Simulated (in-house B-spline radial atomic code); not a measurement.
A fraction x of an electron is removed from 3d in the zirconium ion Zr⁴⁺, starting from [Ar] 3d10 4s2 4p6 and keeping the highest spin. Level of theory: scalar-relativistic (X2C) LDA VWN5, spin-polarised, spherical fractional occupations, Fermi nucleus of rms radius 4.2694 fm; calculated with a radial B-spline atomic code at the basis-set limit.

```
   x  E(x) - E(0) (eV)  3d down level (eV)
   0            0.0000            -217.828
0.02            4.3637            -218.546
0.24           53.3168            -226.499
0.28                 ?                   ?
0.38           85.3840            -231.611
 0.5          113.4418            -236.024
0.56          127.6697            -238.241
0.68          156.5258            -242.698
0.78                 ?                   ?
 0.9          210.8243            -250.941
   1          236.1071            -254.719
```

Q: What belongs in the row x = 0.28?

A: An energy change of 62.4059 eV; 3d down at -227.955 eV.

Q: What belongs in the row x = 0.78?

A: An energy change of 180.9821 eV; 3d down at -246.433 eV.

Q: Check Janak's theorem between x = 0.02 and 0.24.

A: The slope of the energy is 222.51 eV; the orbital levels give 222.52 eV (-ε of the emptying orbital, averaged over the two points).
